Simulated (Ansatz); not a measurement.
Two isomers of C3H9NSi: A = `C=C([SiH3])NC`, B = `CC([SiH3])C=N`.

Computed with Ansatz on PBE0-D4/def2-TZVP structures; ΔE is electronic, products minus reactants. CCSD(T)/CBS is the MP2 limit (def2-TZVPP, def2-QZVPP) plus CCSD(T) − MP2 in def2-TZVPP, frozen cores. DFT in def2-TZVPP. B3LYP here is the variant with VWN-RPA as its local correlation; programs differ in this. Each species was taken in one conformer, which may not be the lowest.

**Question.** Which is lower in electronic energy at CCSD(T)/CBS, and by how much? (An estimate is asked.)

**Answer.** Computed: B, by 37.3 kJ/mol.

**Question.** Give E(B) − E(A) in kJ/mol with CCSD/def2-TZVPP, B2PLYP, r2SCAN-D4, B3LYP, MP2/def2-TZVPP, B3LYP-D4, PBE-D4. (Best estimate.)

**Answer.** Ansatz gave: CCSD/def2-TZVPP -41.3, B2PLYP -33.2, r2SCAN-D4 -30.1, B3LYP -28.5, MP2/def2-TZVPP -39.9, B3LYP-D4 -27.7, PBE-D4 -27.7. None reverses the order clearly.

Largest T1 diagnostic: 0.012.
